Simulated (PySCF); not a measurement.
An unknown is described by computed data only.

Elements present: C and H. Monoisotopic mass: 154.0783 u.

| Item | Value |
| --- | --- |
| Triplet | lowest triplet excitation (Tamm–Dancoff): 2.81 eV [TDA CAM-B3LYP/def2-SVPD] |
| UV, strongest line | among the 10 lowest singlet transitions: S5 at 5.84 eV (212 nm, f = 0.839) [TDDFT CAM-B3LYP/def2-SVPD] |
| 13C NMR | chemical shifts (computed TMS as zero) by class: 145.2 (1 C), 142.4 (1 C), 138.4 (1 C), 135.9 (1 C), 134.8 (1 C), 134.7 (1 C), 131.7 (1 C), 131.6 (1 C), 131.4 (1 C), 129.9 (1 C), 129.5 (1 C), 123.4 (1 C) ppm [GIAO B3LYP/pcSseg-1] |
| 1H NMR | chemical shifts (computed TMS as zero) by class: 8.08 (1 H), 7.80 (1 H), 7.76 (1 H), 7.66 (1 H), 7.64 (1 H), 7.54 (1 H), 7.52 (1 H), 7.49 (1 H), 5.93 (1 H), 5.58 (1 H) ppm [GIAO B3LYP/pcSseg-1] |
| Rotational structure | rotational constants A, B, C: 1.607, 0.849, 0.561 GHz [PBE0-D3(BJ)/def2-SVP] |
| Dipole | 0.11 D [CAM-B3LYP/def2-SVPD] |

Gas-phase values; electronic properties from PySCF, density fitting. Levels stand in brackets. One conformer (not necessarily the lowest) at the PBE0-D3(BJ)/def2-SVP geometry, without solvent, vibrations or thermal averaging. NMR values are class means; diastereotopic atoms form classes of their own.

Question: Which formula fits the mass and the elements?

Answer: C12H10 (calculated 154.0783). No other formula that holds each of these elements comes within 0.0003 u with a fitting electron parity and a possible valence count.

Question: Give a SMILES that accounts for the data.

Answer: Numbering: `[CH2:1]=[CH:2][c:3]1[cH:4][cH:5][cH:6][c:7]2[cH:8][cH:9][cH:10][cH:11][c:12]12`. Its formula, C12H10, gives 8 degrees of unsaturation: 2 rings and 6 π bonds in the structure found (Kekulé form). 12 carbons fall into 12 classes; from least to most shielded: alkene CH carbon [C2] (145.2 ppm), substituted aromatic carbon [C3] (142.4 ppm), ring-fusion aromatic carbon [C7] (138.4 ppm), ring-fusion aromatic carbon [C12] (135.9 ppm), aromatic CH carbon [C8] (134.8 ppm), aromatic CH carbon [C6] (134.7 ppm), aromatic CH carbon [C10] (131.7 ppm), aromatic CH carbon [C9] (131.6 ppm), aromatic CH carbon [C5] (131.4 ppm), aromatic CH carbon [C4] (129.9 ppm), aromatic CH carbon [C11] (129.5 ppm), terminal =CH2 carbon [C1] (123.4 ppm). Hydrogen classes from least to most shielded: 1 H on an aromatic CH carbon, C11 (8.08 ppm), 1 H on an aromatic CH carbon, C8 (7.80 ppm), 1 H on an aromatic CH carbon, C6 (7.76 ppm), 1 H on an aromatic CH carbon, C4 (7.66 ppm), 1 H on an alkene CH carbon, C2 (7.64 ppm), 1 H on an aromatic CH carbon, C10 (7.54 ppm), 1 H on an aromatic CH carbon, C9 (7.52 ppm), 1 H on an aromatic CH carbon, C5 (7.49 ppm), 1 H on a terminal =CH2 carbon, C1 (5.93 ppm), 1 H on a terminal =CH2 carbon, C1 (5.58 ppm). The optimised geometry has point group C1 and is an asymmetric top. Structure: `C=Cc1cccc2c1cccc2` (1-vinylnaphthalene). Computed isomers that give other values at the same levels: `c1cc2c3c(cccc3c1)CC2` (rotational constant A: 1.414 GHz; this holds for the one conformer computed); `C=Cc1ccc2ccccc2c1` (rotational constant A: 2.794 GHz; this holds for the one conformer computed). The assignments are read from this structure; whether some other isomer fits the data as well wasn't checked.

Shape of the structure used: `[CH2:1]=[CH:2][c:3]1[cH:4][cH:5][cH:6][c:7]2[cH:8][cH:9][cH:10][cH:11][c:12]12`: C1–C2–C3–C4 -36°.
